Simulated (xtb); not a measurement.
GeF4, SMILES [F][Ge]([F])([F])[F]. All values are semi-empirical tight-binding results from xtb (GFN2-xTB unless named), good for trends rather than for accurate numbers. Geometry: GFN2-xTB. The isomer is the one that the SMILES or the coordinates give; other isomers of the formula were not compared.

For metal compounds this method's bond lengths and energies can be far off.

Computed properties:
```yaml
point_group_as_xtb_finds_it: Td
orbital_gap: 8.82 eV
zero_point_energy: 4.4 kcal/mol
G − E(el) at 298.15 K (modified RRHO): -13.8 kcal/mol
```
